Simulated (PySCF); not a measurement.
# Computed records: BGeH$_{4}$OSi, CH$_{4}$GeOSi, GeH$_{4}$OSi$_{2}$, GeH$_{2}$O$_{2}$Si

Calculation on a computer-drawn molecule: optimised geometry and harmonic frequencies of an isolated molecule of the commonest isotopes, restricted reference for singlets and unrestricted otherwise, frozen core in MP2; on germanium a core potential holds 10 electrons, which the energies leave out, and 3d is frozen in MP2 and coupled-cluster steps. Program: PySCF 2.14.0.

Common to all runs: charge 0; method HF; basis cc-pV(D+d)Z; basis and core potential on germanium cc-pVDZ-PP ECP10MDF.

(1) BGeH$_{4}$OSi

Start structure:
```xyz
8
BGeH4OSi
O     -1.3229    -0.9640    -1.2338
B     -0.6936    -0.4932    -0.2802
Ge     0.2247     0.2663     1.2052
Si    -0.8535     0.4308     3.2354
H      0.7633     1.6376     0.8144
H      1.5243    -0.5327     1.4129
H     -2.0676     1.3151     3.2122
H     -1.2949    -0.8795     3.7880
```

Settings of this run: multiplicity 2.

Results for BGeH$_{4}$OSi: rotational constants 5.894, 1.858, 1.463 GHz; total energy -684.2126 hartree; spin squared 0.757; convergence status largest gradient component 2.405e-05 hartree/bohr.

Drawn bonds:
```tsv
atom	other atom	order
1	2	2
2	3	1
3	4	1
3	5	1
3	6	1
4	7	1
4	8	1
```

Optimised structure:
```xyz
8
BGeH4OSi
O     -1.4124    -0.9767    -1.1597
B     -0.7506    -0.5042    -0.2951
Ge     0.3632     0.3134     1.2420
Si    -0.9079     0.4240     3.2761
H      0.7935     1.7095     0.7933
H      1.5994    -0.5672     1.4202
H     -2.0910     1.3032     3.1354
H     -1.3143    -0.9215     3.7420
```

Modes:
```tsv
frequency (cm⁻¹)	reduced mass (dalton)
87.15	8.947
103.3	1.076
283	2.081
355.3	8.96
378.1	7.459
383.6	1.354
427.4	16.07
593.5	1.257
608.7	1.202
749.3	1.108
768.7	1.083
944.6	1.025
989.5	1.052
2128	12.33
2236	1.024
2241	1.016
2304	1.029
2321	1.054
```

(2) CH$_{4}$GeOSi

Start structure:
```xyz
8
CH4GeOSi
O     -0.9391    -4.4160    -0.8135
Si    -0.4020    -3.0585    -0.8370
C     -0.7615    -1.6428    -2.0984
Ge    -1.7571    -0.1239    -1.1348
H      0.7487    -2.6259     0.0288
H     -1.4199    -2.0158    -2.8149
H      0.1519    -1.2541    -2.5296
H     -2.9064    -1.1922    -0.4918
```

It was run with multiplicity 1.

It finds rotational constants 10.31, 1.491, 1.395 GHz; total energy -697.3449 hartree; convergence status largest gradient component 1.278e-05 hartree/bohr.

Drawn bonds:
```tsv
atom	other atom	order
1	2	2
2	3	1
3	4	1
2	5	1
3	6	1
3	7	1
4	8	1
```

Optimised structure:
```xyz
8
CH4GeOSi
O     -1.1599    -4.3693    -0.8321
Si    -0.4283    -3.0622    -0.9323
C     -0.8152    -1.7337    -2.1365
Ge    -2.4897    -0.7501    -1.5267
H      0.6320    -2.6541     0.0087
H     -0.9665    -2.0863    -3.1571
H     -0.0183    -0.9774    -2.1180
H     -2.0393    -0.6961     0.0028
```

Modes:
```tsv
frequency (cm⁻¹)	reduced mass (dalton)
34.95	8.691
134	2.826
239.9	1.229
326.2	2.608
489.8	3.371
613.8	1.323
638.6	1.381
749.4	2.388
854.4	1.416
896.1	1.184
986.8	1.225
1095	1.171
1322	13.1
1483	1.108
1955	1.021
2348	1.044
3157	1.065
3272	1.097
```

(3) GeH$_{4}$OSi$_{2}$

Start structure:
```xyz
8
GeH4OSi2
O     -1.0304    -2.8616    -0.7370
Si     0.3858    -2.4974    -0.3047
Ge     0.4406    -0.9738     1.4305
Si     0.8556     0.8921     0.0265
H      1.5557    -3.0277    -1.0708
H      2.3096     1.0124    -0.2265
H      0.4730     2.1834     0.6323
H      0.2525     0.8703    -1.2652
```

Here we set multiplicity 1.

It finds rotational constants 3.701, 1.564, 1.201 GHz; total energy -948.4055 hartree; convergence status largest gradient component 3.141e-06 hartree/bohr.

Drawn bonds:
```tsv
atom	other atom	order
1	2	2
2	3	1
3	4	1
2	5	1
4	6	1
4	7	1
4	8	1
```

Optimised structure:
```xyz
8
GeH4OSi2
O     -0.9986    -2.9133    -0.9445
Si     0.3415    -2.5385    -0.3713
Ge     0.4927    -0.9629     1.4884
Si     0.8556     0.9918     0.0008
H      1.6152    -3.1519    -0.8383
H      2.2999     0.9497    -0.3508
H      0.5829     2.2426     0.7441
H      0.0532     0.9803    -1.2432
```

Modes:
```tsv
frequency (cm⁻¹)	reduced mass (dalton)
34.04	1.148
68.68	4.285
104.2	3.623
137.4	11.14
304.2	6.66
325.9	8.02
434.8	1.166
511.4	1.225
587.6	1.252
874	1.151
957.1	1.103
1007	1.038
1033	1.038
1292	17.13
2260	1.044
2279	1.038
2313	1.032
2315	1.05
```

(4) GeH$_{2}$O$_{2}$Si

Start structure:
```xyz
6
GeH2O2Si
O      0.2075    -0.3662     0.2828
Si    -0.6629    -0.6567    -0.9171
O     -1.4520     0.6459    -1.7096
Ge    -1.8694    -1.2434    -2.8890
H     -1.2920     1.5425    -1.4229
H     -0.4620    -1.1593    -3.6508
```

It was run with multiplicity 1.

Drawn bonds:
```tsv
atom	other atom	order
1	2	2
2	3	1
2	4	1
3	5	1
4	6	1
```

Q: Give the missing total energy for GeH$_{2}$O$_{2}$Si (entry 4).
A: -733.2332 hartree

Q: GeH$_{2}$O$_{2}$Si (entry 4): rotational constants?
A: 7.649, 1.783, 1.467 GHz

Further results for GeH$_{2}$O$_{2}$Si (entry 4):

| Quantity | Value |
| --- | --- |
| convergence status largest gradient component | 4.014e-05 hartree/bohr |

Optimised structure:
```xyz
6
GeH2O2Si
O      0.0690    -0.6065    -0.0127
Si    -0.8209    -0.3039    -1.1798
O     -1.4812     1.1482    -1.5011
Ge    -1.6273    -1.8587    -2.8918
H     -1.2847     1.8754    -0.9227
H     -0.3857    -1.4917    -3.7984
```

Modes:
```tsv
frequency (cm⁻¹)	reduced mass (dalton)
100.2	11.33
207.3	1.066
224.5	12.55
245.5	3.933
415.2	5.613
494.8	1.239
647	1.137
862.1	1.783
936.6	3.256
1339	19.23
2024	1.021
4113	1.066
```
